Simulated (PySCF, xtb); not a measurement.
Ga(Me)(OH)(NH2) (CH₆GaNO), SMILES [CH3][Ga]([NH2])[OH].

GFN2-xTB in xtb at its own geometry gives an orbital gap of 4.01 eV and a dipole moment of 2.18 D.

The structure is a stationary point at B3LYP-D3(BJ)/def2-SVP. The values are those of a single conformer.

**Question.** What does PBE/def2-TZVP (PySCF) give? (Estimate from the structure and the level; the computed values follow.)

**Answer.** gap 4.92 eV (levels -5.64 and -0.72 eV), dipole 1.68 D.
